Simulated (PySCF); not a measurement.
## 1,1,1-trifluoro-2,2,2-trichloroethane: calculation against experiment

**The experiment to reproduce.**

NIST CCCBDB Release 22 (SRD 101), experimental dipoles lists, for the gas: dipole moment 0.74 ± 0.07 D.

The runs below try to reproduce these values; the comparison stands at the end.

1,1,1-trifluoro-2,2,2-trichloroethane, C2Cl3F3.
SMILES with atom numbers: `[F:1][C:2]([F:3])([F:4])[C:5]([Cl:6])([Cl:7])[Cl:8]`

Structure used (PBE0-D3(BJ)/def2-TZVP), in Å, numbered top down from 1:
```xyz
8
C2Cl3F3 angstrom
F     -0.766    1.338   -0.889
C     -0.752    0.182   -0.240
F     -1.548    0.279    0.815
F     -1.230   -0.758   -1.044
C      0.697   -0.172    0.206
Cl     1.708   -0.294   -1.228
Cl     1.282    1.107    1.262
Cl     0.658   -1.707    1.062
```

The PySCF runs (gas phase, on this PBE0-D3(BJ)/def2-TZVP geometry; no spin–orbit coupling):

| level | job | basis functions | wall time |
| --- | --- | --- | --- |
| PBE0-D3(BJ)/def2-TZVP, grid level 2 | geometry optimisation from a GFN2-xTB start shaken at random | 266 | 3.7 min |
| B97-2/pcSseg-2 | shieldings | 309 | 51 s |
| KT3/pcSseg-2 | shieldings | 309 | 56 s |
| PBE0/pcSseg-2 | shieldings, charges and field gradients | 309 | 58 s |
| wB97X-D/pcSseg-2 | shieldings | 309 | 66 s |
| CAM-B3LYP/aug-cc-pVTZ | 10 singlets by full TDDFT, 4 Tamm–Dancoff triplets, polarisability | 380 | 1.8 min |
| PBE0/aug-cc-pVTZ | 10 singlets by full TDDFT, 4 Tamm–Dancoff triplets, polarisability, dynamic polarisability | 380 | 98 s |
| wB97X-D/aug-cc-pVTZ | 10 singlets by full TDDFT, 4 Tamm–Dancoff triplets, polarisability, ΔSCF ions | 380 | 8.8 min |

Hardware: Intel Xeon Platinum 8488C, one thread, no GPU (shared host).

## Comparison

**Dipole moment.** Measured: 0.74 D (NIST CCCBDB Release 22 (SRD 101), experimental dipoles).

| level | computed (D) | computed − measured (D) | % (from the printed values) |
| --- | --- | --- | --- |
| PBE0-D3(BJ)/def2-TZVP | 0.63 | -0.11 | -15 |
| B97-2/pcSseg-2 | 0.58 | -0.16 | -22 |
| KT3/pcSseg-2 | 0.53 | -0.21 | -28 |
| PBE0/pcSseg-2 | 0.61 | -0.13 | -18 |
| wB97X-D/pcSseg-2 | 0.57 | -0.17 | -23 |
| CAM-B3LYP/aug-cc-pVTZ | 0.67 | -0.07 | -9 |
| PBE0/aug-cc-pVTZ | 0.61 | -0.13 | -18 |
| wB97X-D/aug-cc-pVTZ | 0.58 | -0.16 | -22 |

Closest is CAM-B3LYP/aug-cc-pVTZ (-0.07 D), furthest KT3/pcSseg-2 (-0.21 D); one molecule doesn't rank methods. All 8 levels lie below the measurement. The computed dipoles belong to one fixed geometry; measured ones are averaged over vibrations unless marked μe. Magnitudes are compared, not signs.

The geometry is computed, not the measured one. Where a level misses, the cause wasn't examined.
